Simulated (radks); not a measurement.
Values are calculated unless marked as measured or tabulated.
Mean orbital radii <r> (bohr) of the chromium ion Cr3+, [Ar] 3d3, at several levels of relativity; Dirac values are averaged over j with weights 2j + 1. Spin-unpolarised spherical Kohn-Sham, PBE, point nucleus unless stated (finite: rms radius 3.6452 fm), a radial shooting solver on a logarithmic mesh with Libxc functionals. A level marked "c x" has the speed of light scaled by that factor and shares open shells by 2j + 1; other Dirac levels either fill j = l - 1/2 first or share by 2j + 1.

shell	non-rel.	scalar-rel.	scalar-rel., finite nucleus	Dirac, 2j+1 shares, finite nucleus	change of magnitude, last against first (%)
1s	0.06419	0.06356	0.06356	0.06355	-0.99
2s	0.2960	0.2931	0.2931	0.2929	-1.04
2p	0.2610	0.2599	0.2599	0.2598	-0.44
3s	0.8954	0.8879	0.8879	0.8878	-0.84
3p	0.9407	0.9381	0.9381	0.9381	-0.28
3d	1.103	1.108	1.108	1.108	+0.41
4s (empty)	2.436	2.421	2.421	2.421	-0.62
4p (empty)	2.755	2.751	2.751	2.751	-0.17
